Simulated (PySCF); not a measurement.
A calculated (B97-3, PySCF 2.14, dyall-av2z, no relativity, point nucleus) atom or ion has these occupied shells.

```tsv
shell	electrons	orbital energy (eV)	rms radius, mean of both spins (bohr)
1s α	1	-13191.7	0.0506
1s β	1	-13191.5	0.0506
2s α	1	-1745.6	0.210
2s β	1	-1745.4	0.210
2p α	3	-1575.5	0.185
2p β	3	-1575.3	0.185
3s α	1	-278.65	0.601
3s β	1	-278.34	0.601
3p α	3	-218.72	0.614
3p β	3	-218.33	0.614
3d α	5	-112.07	0.648
3d β	5	-111.75	0.648
4s α	1	-56.355	1.68
4s β	1	-53.071	1.68
4p α	2	-42.219	1.89
```

(1) Name the element and its charge.

Answers

(1) Br³⁺ (bromine, charge +3), in [Ar] 3d10 4s2 4p2, high-spin 3P determinant.
